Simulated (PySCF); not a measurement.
System: diiodo(methoxy)borane, CH3BI2O (charge 0, singlet). 
Coordinates optimised at B3LYP-D3(BJ)/def2-TZVP (Ansatz):
SMILES: COB(I)I
```xyz
8

C     -3.0113    -0.3631    -0.1881
O     -1.9137     0.4666     0.2125
B     -0.6252     0.1862     0.0855
I      0.7876     1.6447     0.7868
I      0.0873    -1.6598    -0.7896
H     -3.9189     0.1781     0.0650
H     -2.9777    -1.3122     0.3455
H     -2.9696    -0.5476    -1.2608
```
Charge 0, spin multiplicity 1.

Dispersion corrections to the total energy (kcal/mol) from the dftd3 and dftd4 libraries through PySCF: D3(BJ) without and D4 with the three-body term, each with the damping fitted for the functional named.

```tsv
functional	D3(BJ)	D4
CAM-B3LYP	-5.15	-5.19
TPSS	-7.00	-7.75
LC-wPBE	[?]	-6.54
HF	-35.68	[?]
BP86	[?]	-8.23
B2GP-PLYP	-5.38	-2.52
PW6B95	-3.74	-4.21
```

Task: What belongs in the gaps?

Result: 
- LC-wPBE, D3(BJ): -5.81
- HF, D4: -18.07
- BP86, D3(BJ): -10.13
